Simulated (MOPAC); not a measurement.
Input for MOPAC: PM6 on C2H8Ge (SMILES C[CH2][GeH3]), a point of a torsion scan.

```
PM6 1SCF PRECISE CHARGE=0 THREADS=1
C2H8Ge

C     -1.33726141 1     0.56309062 1     0.17748890 1
C     -0.36831076 1    -0.60440950 1    -0.02788087 1
Ge    -0.27732749 1    -1.20773326 1    -1.90531771 1
H     -2.05735934 1     0.62811179 1    -0.63790534 1
H     -0.79520345 1     1.50711241 1     0.18984051 1
H     -1.87800133 1     0.47366291 1     1.11609542 1
H     -0.69355930 1    -1.46241050 1     0.56550091 1
H      0.62568092 1    -0.34429437 1     0.33610281 1
H      0.14204456 1    -0.11051136 1    -2.83212707 1
H     -1.62350907 1    -1.66727788 1    -2.36792355 1
H      0.68134058 1    -2.34247078 1    -2.08736640 1
```

Program output:

```
*******************************************************************************
 **                                                                           **
 **                              MOPAC v23.2.5                                **
 **                                                                           **
 *******************************************************************************
 ** MOPAC's Digital Object Identifier: https://doi.org/10.5281/zenodo.6511958 **
 **                                                                           **
 ** Please cite the open-source release paper for use of this MOPAC version:  **
 ** J. E. Moussa and J. J. P. Stewart (2026)                                  **
 ** MOPAC: An open-source semiempirical molecular orbital program             **
 ** J. Open Source Softw., 11(119), 8025, https://doi.org/10.21105/joss.08025 **
 *******************************************************************************

                              PM6 CALCULATION RESULTS

 *******************************************************************************
 *  PM6        - The PM6 Hamiltonian to be used
 *
 *
 *
 *                 CHARGE ON SYSTEM = 0
 *
 *
 *
 *  PRECISE    - TIGHTER CRITERIA TO BE USED
 *  1SCF       - DO 1 SCF AND THEN STOP
 *  THREADS=1  - MULTI-THREADING NOT USED
 *  T=         - A TIME OF 172800.0 SECONDS REQUESTED
 *  DUMP=N     - RESTART FILE WRITTEN EVERY 7200.0 SECONDS REQUESTED
 *******************************************************************************
PM6 1SCF PRECISE CHARGE=0 THREADS=1
 C2H8Ge

   ATOM   CHEMICAL          X               Y               Z
  NUMBER   SYMBOL      (ANGSTROMS)     (ANGSTROMS)     (ANGSTROMS)

     1       C         -1.33726141  *   0.56309062  *   0.17748890  *
     2       C         -0.36831076  *  -0.60440950  *  -0.02788087  *
     3      Ge         -0.27732749  *  -1.20773326  *  -1.90531771  *
     4       H         -2.05735934  *   0.62811179  *  -0.63790534  *
     5       H         -0.79520345  *   1.50711241  *   0.18984051  *
     6       H         -1.87800133  *   0.47366291  *   1.11609542  *
     7       H         -0.69355930  *  -1.46241050  *   0.56550091  *
     8       H          0.62568092  *  -0.34429437  *   0.33610281  *
     9       H          0.14204456  *  -0.11051136  *  -2.83212707  *
    10       H         -1.62350907  *  -1.66727788  *  -2.36792355  *
    11       H          0.68134058  *  -2.34247078  *  -2.08736640  *



          CARTESIAN COORDINATES

    NO.       ATOM           X           Y           Z

     1         C         -1.3373      0.5631      0.1775
     2         C         -0.3683     -0.6044     -0.0279
     3        Ge         -0.2773     -1.2077     -1.9053
     4         H         -2.0574      0.6281     -0.6379
     5         H         -0.7952      1.5071      0.1898
     6         H         -1.8780      0.4737      1.1161
     7         H         -0.6936     -1.4624      0.5655
     8         H          0.6257     -0.3443      0.3361
     9         H          0.1420     -0.1105     -2.8321
    10         H         -1.6235     -1.6673     -2.3679
    11         H          0.6813     -2.3425     -2.0874

 General Reference for PM6:
 "Optimization of Parameters for Semiempirical Methods V: Modification of NDDO Approximations
 and Application to 70 Elements", J. J. P. Stewart, J. Mol. Mod., 13, 1173-1213 (2007)
 URL: https://link.springer.com/article/10.1007/s00894-007-0233-4

           Empirical Formula: C2 H8 Ge  =    11 atoms



      MOLECULAR POINT GROUP   :   C1


      RHF CALCULATION, NO. OF DOUBLY OCCUPIED LEVELS = 10


 -------------------------------------------------------------------------------
 PM6 1SCF PRECISE CHARGE=0 THREADS=1
 C2H8Ge



     1SCF WAS SPECIFIED, SO BFGS WAS NOT USED
     SCF FIELD WAS ACHIEVED


                              PM6 CALCULATION
                                                       MOPAC v23.2.5 Linux




          FINAL HEAT OF FORMATION =          6.77795 KCAL/MOL =      28.35894 KJ/MOL


          COSMO AREA              =        116.07 SQUARE ANGSTROMS
          COSMO VOLUME            =        105.28 CUBIC ANGSTROMS

          IONIZATION POTENTIAL    =         10.652999 EV
          HOMO LUMO ENERGIES (EV) =        -10.653  1.452
          NO. OF FILLED LEVELS    =         10
          MOLECULAR WEIGHT        =        104.6752         POINT GROUP:  C1

          MOLECULAR DIMENSIONS (Angstroms)

            Atom       Atom       Distance
            H    11    H     6     4.97423
            H     8    H    10     3.51334
            H     9    H     7     3.14389


          SCF CALCULATIONS        =          1





   ATOM   CHEMICAL          X               Y               Z
  NUMBER   SYMBOL      (ANGSTROMS)     (ANGSTROMS)     (ANGSTROMS)

     1       C         -1.33726141  *   0.56309062  *   0.17748890  *
     2       C         -0.36831076  *  -0.60440950  *  -0.02788087  *
     3      Ge         -0.27732749  *  -1.20773326  *  -1.90531771  *
     4       H         -2.05735934  *   0.62811179  *  -0.63790534  *
     5       H         -0.79520345  *   1.50711241  *   0.18984051  *
     6       H         -1.87800133  *   0.47366291  *   1.11609542  *
     7       H         -0.69355930  *  -1.46241050  *   0.56550091  *
     8       H          0.62568092  *  -0.34429437  *   0.33610281  *
     9       H          0.14204456  *  -0.11051136  *  -2.83212707  *
    10       H         -1.62350907  *  -1.66727788  *  -2.36792355  *
    11       H          0.68134058  *  -2.34247078  *  -2.08736640  *

                             CARTESIAN COORDINATES

   1    C       -1.337261410     0.563090620     0.177488900
   2    C       -0.368310760    -0.604409500    -0.027880870
   3   Ge       -0.277327490    -1.207733260    -1.905317710
   4    H       -2.057359340     0.628111790    -0.637905340
   5    H       -0.795203450     1.507112410     0.189840510
   6    H       -1.878001330     0.473662910     1.116095420
   7    H       -0.693559300    -1.462410500     0.565500910
   8    H        0.625680920    -0.344294370     0.336102810
   9    H        0.142044560    -0.110511360    -2.832127070
  10    H       -1.623509070    -1.667277880    -2.367923550
  11    H        0.681340580    -2.342470780    -2.087366400


           Empirical Formula: C2 H8 Ge  =    11 atoms



      MOLECULAR POINT GROUP   :   C1


                  EIGENVALUES
 -26.95868 -21.63219 -18.87526 -15.26589 -14.44056 -13.14204 -12.37082 -11.64231
 -11.35358 -10.65300   1.45185   2.62980   2.64002   3.85097   4.39786   5.62840
   5.97308   6.19020   6.58820   6.93233


              NET ATOMIC CHARGES AND DIPOLE CONTRIBUTIONS

  ATOM NO.   TYPE          CHARGE      No. of ELECS.   s-Pop       p-Pop
    1          C          -0.438643        4.4386     1.07632     3.36232
    2          C          -0.289939        4.2899     1.08214     3.20780
    3         Ge          -0.306691        4.3067     1.19622     3.11047
    4          H           0.151295        0.8487     0.84870
    5          H           0.145250        0.8548     0.85475
    6          H           0.145186        0.8548     0.85481
    7          H           0.143677        0.8563     0.85632
    8          H           0.144132        0.8559     0.85587
    9          H           0.103561        0.8964     0.89644
   10          H           0.102130        0.8979     0.89787
   11          H           0.100042        0.9000     0.89996
 DIPOLE           X         Y         Z       TOTAL
 POINT-CHG.    -0.064     0.027    -0.032     0.077
 HYBRID        -0.016     0.020     0.007     0.026
 SUM           -0.080     0.047    -0.025     0.096


          ATOMIC ORBITAL ELECTRON POPULATIONS

     Atom    s        px        py        pz
    1  C   1.07632   1.11523   1.08441   1.16269
    2  C   1.08214   1.10422   1.06921   1.03437
    3 Ge   1.19622   1.07344   1.06152   0.97551
    4  H   0.84870
    5  H   0.85475
    6  H   0.85481
    7  H   0.85632
    8  H   0.85587
    9  H   0.89644
   10  H   0.89787
   11  H   0.89996

 **********************
 *                    *
 * JOB ENDED NORMALLY *
 *                    *
 **********************




 == MOPAC DONE ==
```

The run finished.

Cost: around 0.010 core-seconds (rough).
